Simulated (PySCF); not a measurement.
H$_{3}$Al, singlet, at a GFN2-xTB geometry (such geometries of metal compounds can be far from the true shape).

Here is a job for PySCF.
```python
from pyscf import gto, scf, dft

mol = gto.Mole()
mol.atom = '''
    Al   -0.00000000   -0.00000000   -0.00000000
    H     0.64279377   -0.45514932    1.33855567
    H    -0.27575805    1.50677855   -0.25622634
    H    -0.36703572   -1.05162922   -1.08232933
'''
mol.basis = '3-21g'
mol.verbose = 4
mol.build()

mf = dft.RKS(mol)
mf.xc = 'lda,vwn'
mf.kernel()
```

**Question.** Give the Mulliken (on the basis functions themselves) charges in atom order at the level SVWN5/3-21G (PySCF).

**Answer.** Al1 0.37, H2 -0.12, H3 -0.12, H4 -0.12

**Question.** Estimate the dipole moment that SVWN5/3-21G returns for this input.

**Answer.** 0.00 D

**Question.** What is the computed HOMO energy (SVWN5/3-21G)?

**Answer.** -7.36 eV

**Question.** Estimate the HOMO-LUMO gap that SVWN5/3-21G returns for this input.

**Answer.** 4.60 eV

**Question.** What total energy does SVWN5/3-21G give?

**Answer.** -241.735542 Ha
